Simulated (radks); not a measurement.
Spherical jellium clusters: N electrons in a uniform positive sphere of charge N and radius rs N^(1/3), rs = 4.62 bohr. Method: non-relativistic Kohn-Sham, LDA (Slater exchange, Perdew-Wang correlation), spin-polarised, spherical densities; computed with a radial shooting solver with Libxc functionals. Levels are named by radial order and angular momentum (1s, 1p, 1d, 2s, ...), and open shells are averaged over m. Each electron was tried in the lowest free levels, single moves between levels near the top were tried too, and the lowest total energy was kept; such a search can miss a lower state. Energies include the self-energy of the background; IP and EA are vertical (highest electron removed, lowest free level filled), at fixed background; spill-out counts the electrons outside the background radius R, and alpha is the static dipole polarisability from linear response (closed shells only). A dash means not computed or, for alpha, an open shell; in EA it means that no bound solution was reached, which is typical of self-interaction and does not show that the anion is unstable. Real open-shell clusters deform, which this model forbids.

| N | open shells | 2S | E/N (eV) | E(N+1) + E(N-1) - 2E(N) (eV) | IP (eV) | EA (eV) | -e(HOMO) (eV) |
|---|---|---|---|---|---|---|---|
| 1 | 1s(up 1, down 0) | 1 | -1.318 | - | - | - | 2.744 |
| 2 | none | 0 | -1.680 | 0.865 | 4.717 | - | 2.853 |
| 3 | 1p(up 1, down 0) | 1 | -1.512 | -0.543 | 3.525 | - | 2.018 |
| 4 | 1p(up 2, down 0) | 2 | -1.564 | -0.364 | 3.957 | - | 2.445 |
| 5 | 1p(up 3, down 0) | 3 | -1.668 | 0.272 | 4.188 | - | 2.715 |
| 6 | 1p(up 3, down 1) | 2 | -1.692 | -0.298 | 3.804 | - | 2.475 |
| 7 | 1p(up 3, down 2) | 1 | -1.752 | -0.213 | 4.032 | 1.470 | 2.715 |
| 8 | none | 0 | -1.823 | 0.925 | 4.177 | - | 2.885 |
| 9 | 1d(up 1, down 0) | 1 | -1.776 | -0.217 | 3.192 | - | 2.016 |
| 10 | 1d(up 2, down 0) | 2 | -1.760 | -0.182 | 3.385 | 1.112 | 2.222 |
| 11 | 1d(up 3, down 0) | 3 | -1.763 | -0.154 | 3.535 | 1.289 | 2.388 |
| 12 | 1d(up 4, down 0) | 4 | -1.779 | -0.131 | 3.654 | 1.438 | 2.525 |
| 13 | 1d(up 5, down 0) | 5 | -1.802 | 0.290 | 3.751 | 1.178 | 2.638 |
| 14 | 1d(up 5, down 1) | 4 | -1.801 | -0.142 | 3.428 | 1.343 | 2.368 |
| 15 | 1d(up 5, down 2) | 3 | -1.810 | -0.121 | 3.548 | 1.482 | 2.499 |
| 16 | 1d(up 5, down 3) | 2 | -1.825 | -0.105 | 3.647 | 1.602 | 2.609 |
| 17 | 1d(up 5, down 4) | 1 | -1.845 | -0.091 | 3.729 | 1.707 | 2.704 |
| 18 | none | 0 | -1.868 | 0.184 | 3.798 | 1.558 | 2.785 |
| 19 | 2s(up 1, down 0) | 1 | -1.878 | 0.193 | 3.593 | 1.417 | 2.598 |
| 20 | none | 0 | -1.878 | 0.248 | 3.396 | 1.182 | 2.438 |
| 21 | 1f(up 1, down 0) | 1 | -1.866 | -0.098 | 3.159 | 1.291 | 2.213 |
| 22 | 1f(up 2, down 0) | 2 | -1.860 | -0.089 | 3.241 | 1.388 | 2.304 |
| 23 | 1f(up 3, down 0) | 3 | -1.858 | - | 3.314 | 1.476 | 2.385 |

All shells are closed at N = 2, 8, 18, 20 (there: 1s2 1p6 1d10 2s2); the second difference of the energy has clear peaks (12 % above both neighbours; the first and last values, which can be the largest, are not judged, and half-filled shells can peak too) at N = 5, 8, 13, 20.
